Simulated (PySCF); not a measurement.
SeCl₂, SMILES Cl[Se]Cl. Atoms are numbered in the order given.

```xyz
3

Se     0.0000     0.0000     0.6855
Cl     0.0000    -1.6435    -0.6855
Cl     0.0000     1.6435    -0.6855
```

Geometry: ωB97X-D3(BJ)/def2-TZVP. The isomer is the one that the SMILES or the coordinates give; other isomers of the formula were not compared.

Two levels are set side by side: PBE/pcSseg-2 (PySCF) and HF/pcSseg-2 (PySCF). GIAO shifts against HCl (³⁵Cl), Me2Se (⁷⁷Se) at the same level; non-relativistic, no solvent, atoms listed together averaged. Without spin–orbit terms, shifts of atoms bonded to Cl or Br come out too high at both levels. Differences are taken from unrounded values.

```
quantity                      PBE
-------------------------  ------
δ(⁷⁷Se) of Se1 (ppm)       2003.5
δ(³⁵Cl) of Cl2, Cl3 (ppm)   184.0
```

These are the PBE values. What does HF give? (An estimate is asked for; the answer gives what the named calculation found.)


| quantity | HF | PBE minus HF |
|---|---|---|
| δ(⁷⁷Se) of Se1 (ppm) | 1550.2 | 453.4 |
| δ(³⁵Cl) of Cl2, Cl3 (ppm) | 31.1 | 152.9 |

Rough cost on one machine, each run with all the roots and properties that it gave: HF against PBE within a factor of 2.
